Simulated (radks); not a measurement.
Values are calculated unless marked as measured or tabulated.
Question: Cs4+, 51 electrons, occupied as [Kr] 4d10 5s2 5p3. Level of theory: Dirac Kohn-Sham, PBE, spin-unpolarised, spherical densities, finite nucleus; open shells are shared between the two j in proportion to 2j + 1; Fermi nuclear charge, rms radius 4.8041 fm (a radial shooting solver on a logarithmic mesh with Libxc functionals). Some entries of the table are withheld. Estimate them.

orbital  occ.  eigenvalue (eV)  <1/r> (bohr^-1)  <r^2> (bohr^2)
1s1/2       2        -35813.16            59.40       0.0009251
2s1/2       2        -5652.884            13.92         0.01477
2p1/2       2        -5320.876            13.90         0.01089
2p3/2       4        -4968.589            12.73         0.01216
3s1/2       2              (1)            4.990          0.1021
3p1/2       2              (2)            4.901         0.09684
3p3/2       4              (3)            4.612          0.1047
3d3/2       4        -759.9646            4.470         0.08707
3d5/2       6        -745.6284            4.396         0.08932
4s1/2       2        -263.4408            2.036          0.5439
4p1/2       2        -213.6104            1.930          0.5893
4p3/2       4        -199.8004            1.836          0.6345
4d3/2       4        -118.6626            1.606             (4)
4d5/2       6        -116.3556            1.583             (5)
5s1/2       2              (6)           0.8065           3.002
5p1/2       1         -52.3871           0.7222           3.683
5p3/2       2         -50.2210           0.6942           3.937

Answer: 
(1) 3s1/2 eigenvalue (eV): -1209.997
(2) 3p1/2 eigenvalue (eV): -1071.271
(3) 3p3/2 eigenvalue (eV): -1003.748
(4) 4d3/2 <r^2> (bohr^2): 0.7925
(5) 4d5/2 <r^2> (bohr^2): 0.8116
(6) 5s1/2 eigenvalue (eV): -65.9494
